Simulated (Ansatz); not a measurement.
A structure drawn as `FCC[SiH3]`, with this starting geometry:

Cartesian coordinates in Å:
```
F 0.5957 1.6523 -1.0319
C 1.1747 0.6973 -0.3485
C 0.1444 0.1652 0.6184
Si -1.1783 -0.8513 -0.0733
H 1.5520 -0.0911 -1.0275
H 2.0386 1.1498 0.1658
H 0.7026 -0.4935 1.3829
H -0.2263 0.9754 1.2190
H -2.0276 0.0636 -1.0042
H -0.6711 -1.9412 -0.8651
H -2.1047 -1.3264 0.9643
```

Total charge 0; spin multiplicity 1.

Task: Does it keep its bonds when Ansatz relaxes it at PBE-D4/def2-SVP and then PBE0-D4/def2-TZVP?

Result: Yes, every drawn bond is still there and no new one forms.

Task: Give the relaxed structure. (An estimate is asked.)

Result: Computed: 
Z-matrix (Å, degrees):
```
C
C 1 1.510
F 1 1.388 2 110.2
H 1 1.094 2 112.0 3 119.1
H 1 1.095 2 111.3 3 -118.9
Si 2 1.886 1 114.0 3 54.0
H 2 1.096 1 108.5 3 174.4
H 2 1.095 1 110.2 3 -69.2
H 6 1.488 2 109.5 1 50.3
H 6 1.484 2 111.9 1 -70.9
H 6 1.488 2 108.9 1 169.0
```
All modes are real.

Atoms count as bonded under 1.1 times the sum of their covalent radii (H–H under 0.85 Å, pairs among N, O and F under 1.55 Å), and a drawn bond as lost past 1.3 times.
